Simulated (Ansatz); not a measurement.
Isomers of GeC$_{2}$⁺ (doublet), relaxed with r2SCAN-D4/def2-TZVP; total energies from Ansatz at CAM-B3LYP-D4/def2-TZVP.

```
isomer                                       description  energy (Eh)
     A  point group C∞v; 1 × C–Ge 1.86 Å; 1 × C–C 1.23 Å  -2152.80766
     B   point group Cs; 1 × C–Ge 1.87 Å; 1 × C–C 1.25 Å  -2152.80544
```

The isomers come from a short search, and lower ones may exist.

Question: Work out the relative energies (1 Eh = 2625.5 kJ/mol) and the Boltzmann populations at 298 K from electronic energies alone (R = 8.314 J/mol/K).

Answer: ΔE: A 0.0, B 5.8 kJ/mol. RT = 2.48 kJ/mol. Factors exp(−ΔE/RT): A 1, B 0.0965; sum 1.097. Populations: A 91.2 %, B 8.8 %. Zero-point energy, vibrational entropy and symmetry numbers are left out and can shift these; an error of 4 kJ/mol changes a ratio by a factor of 5.0. Over the other density-functional and correlated levels in def2 sets, the gap between A and B ranges from -2 to 2 kJ/mol.
